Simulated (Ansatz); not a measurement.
C7H14 can be A, `C[C@@H]1CC[C@H](C)C1`, or B, `C1CCCCCC1`.

Calculated with Ansatz (gas phase, PBE0-D4/def2-TZVP geometries, no zero-point term in ΔE). CCSD(T)/CBS adds triple-zeta CCSD(T) − MP2 to the extrapolated MP2 energy (def2 sets, frozen cores). Functionals use def2-TZVPP. B3LYP here is the variant with VWN-RPA as its local correlation; programs differ in this.

A:

```xyz
21

C    -0.779   -2.455   -0.281
C    -0.689   -0.955   -0.474
C     0.504   -0.504   -1.332
C     0.891    0.899   -0.826
C    -0.087    1.227    0.315
C     0.489    2.138    1.379
C    -0.517   -0.149    0.808
H    -0.877   -2.976   -1.237
H     0.121   -2.834    0.213
H    -1.639   -2.730    0.336
H    -1.612   -0.610   -0.958
H     1.335   -1.202   -1.193
H     0.263   -0.518   -2.398
H     0.861    1.656   -1.613
H     1.914    0.896   -0.436
H    -0.971    1.712   -0.119
H     0.799    3.098    0.958
H    -0.239    2.342    2.170
H     1.367    1.680    1.844
H     0.285   -0.591    1.416
H    -1.420   -0.124    1.426
```

B:

```xyz
21

C     1.1319   -0.2153   -1.0952
C    -0.0812   -1.1200   -1.2872
C    -0.8583   -1.4766   -0.0280
C    -1.3199   -0.3046    0.8322
C    -0.1760    0.4057    1.5517
C     0.5414    1.4971    0.7582
C     0.7645    1.2204   -0.7282
H     1.8101   -0.6411   -0.3455
H     1.6935   -0.2034   -2.0347
H     0.2369   -2.0514   -1.7681
H    -0.7579   -0.6296   -1.9987
H    -1.7291   -2.0732   -0.3209
H    -0.2415   -2.1327    0.5996
H    -1.8943    0.4086    0.2279
H    -2.0172   -0.6923    1.5813
H    -0.5469    0.8535    2.4790
H     0.5478   -0.3555    1.8649
H    -0.0189    2.4341    0.8475
H     1.5080    1.6845    1.2381
H    -0.1369    1.4905   -1.2905
H     1.5441    1.9014   -1.0834
```

(1) Which is lower in electronic energy at CCSD(T)/CBS, and by how much? (Best estimate.)

(2) Give E(B) − E(A) in kJ/mol with CCSD(T)/def2-SVP, HF/def2-TZVPP, PBE-D4, BLYP-D4, MP2/def2-TZVPP, B3LYP, CCSD(T)/def2-TZVPP. (Estimate.)

Largest T1 diagnostic: 0.009.

Answers

(1) Computed: A, by 12.8 kJ/mol.

(2) The calculation gave: CCSD(T)/def2-SVP 10.8, HF/def2-TZVPP 15.8, PBE-D4 12.0, BLYP-D4 9.4, MP2/def2-TZVPP 16.7, B3LYP 13.7, CCSD(T)/def2-TZVPP 14.0. None reverses the order clearly.

Leaving LDA and LC-ωPBE aside and taking each functional with its dispersion term where it has one, the values, not all of them listed here, spread over 5.2 kJ/mol, from BLYP-D4 to PBE-QIDH. LDA lies −6.0 kJ/mol from PBE without D4. The D4 term adds −4.1 kJ/mol with B3LYP and −2.3 kJ/mol with PBE0; it sums over pairs of atoms, weighted by their polarisabilities, and B3LYP, whose exchange is more repulsive, gets the larger term.
